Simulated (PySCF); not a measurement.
Fractional electron number in Mn²⁺ (manganese, charge +2)

The 3d alpha orbital of [Ar] 3d5 is emptied in steps (occupation f), with all orbitals relaxed, ending at [Ar] 3d4. Computed with PySCF 2.14 in def2-SVP, with the non-relativistic Hamiltonian (point nucleus). The exact energy is a straight line in f; departures are measured from the line between the end points of the same method.

```
  f  B3LYP (eV)
  1       0.000
0.9      -0.595
0.7      -1.398
0.5      -1.678
0.3      -1.421
0.1      -0.614
  0       0.000
```

```tsv
method	E(f=0) − E(f=1) (eV)	−ε at f=1 (eV)	−ε at f=0.5 (eV)
B3LYP	34.542	27.961	34.474
```

Orbital energy along the path (eV):

```json
{"f": "1", "B3LYP": "-27.961"}
{"f": "0.9", "B3LYP": "-29.233"}
{"f": "0.7", "B3LYP": "-31.822"}
{"f": "0.5", "B3LYP": "-34.474"}
{"f": "0.3", "B3LYP": "-37.192"}
{"f": "0.1", "B3LYP": "-39.975"}
{"f": "0", "B3LYP": "-41.391"}
```

Reference removal energy between the ground levels: 33.668 ± 0.012 eV (measured; NIST Atomic Spectra Database, ionization energies). The calculation has no spin-orbit coupling. The determinant left behind need not be the lowest term of the ion.
